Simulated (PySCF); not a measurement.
C₃H₉As. Atoms are numbered in the order given.

```xyz
13

C     -1.4724    -0.8501    -0.5160
As     0.0000     0.0000     0.4709
C      0.0000     1.7001    -0.5160
C      1.4724    -0.8501    -0.5160
H     -1.3307    -0.7683    -1.6046
H     -2.4231    -0.3708    -0.2396
H     -1.5327    -1.9130    -0.2396
H      0.0000     1.5366    -1.6046
H      0.8904     2.2839    -0.2396
H     -0.8904     2.2839    -0.2396
H      1.3307    -0.7683    -1.6046
H      2.4231    -0.3708    -0.2396
H      1.5327    -1.9130    -0.2396
```
Charge 0, spin multiplicity 1.

Geometry optimised at PBE0-D3(BJ)/def2-SVP.

Computed with PBE0-D3(BJ)/def2-SVP run with PySCF 2.14.0.

Frequencies are harmonic and unscaled.

Modes within 1.5 cm⁻¹ of each other (mostly degenerate sets) share a row, with their intensities summed.

Computed harmonic wavenumbers and intensities:
```tsv
mode	ν (cm⁻¹)	IR (km/mol)	Raman (Å⁴/amu)	depolarisation	moving atoms (share of kinetic energy)
1	154	0.0	0.0	–	H 99 %
2–3	170	0.0	0.7	0.75	H 88 %, C 9 %
4–5	219	0.4	4.6	0.75	C 49 %, H 46 %
6	239	0.7	1.0	0.66	C 43 %, H 34 %, As 23 %
7	589	2.1	27.4	0.03	C 71 %, H 18 %, As 11 %
8–9	603	35.8	26.0	0.75	C 65 %, As 18 %, H 18 %
10	755	0.0	0.0	–	H 86 %, C 14 %
11–12	793	2.7	2.3	0.75	H 85 %, C 14 %
13–14	900	35.7	8.2	0.75	H 76 %, C 23 %
15	905	37.5	4.2	0.74	H 74 %, C 22 %
16–17	1259	4.0	0.1	–	H 82 %, C 18 %
18	1283	5.0	0.4	0.00	H 83 %, C 17 %
19	1425	0.0	0.0	–	H 95 %
20–21	1432	11.1	56.3	0.75	H 95 %
22–23	1441	20.9	27.3	0.75	H 96 %
24	1450	11.0	1.5	0.33	H 96 %
25	3053	12.6	385.9	0.00	H 97 %
26–27	3055	25.6	1.7	0.75	H 97 %
28–30	3169	19.9	199.7	0.73	H 90 %, C 10 %
31–33	3175	10.8	248.0	0.75	H 90 %, C 10 %
```
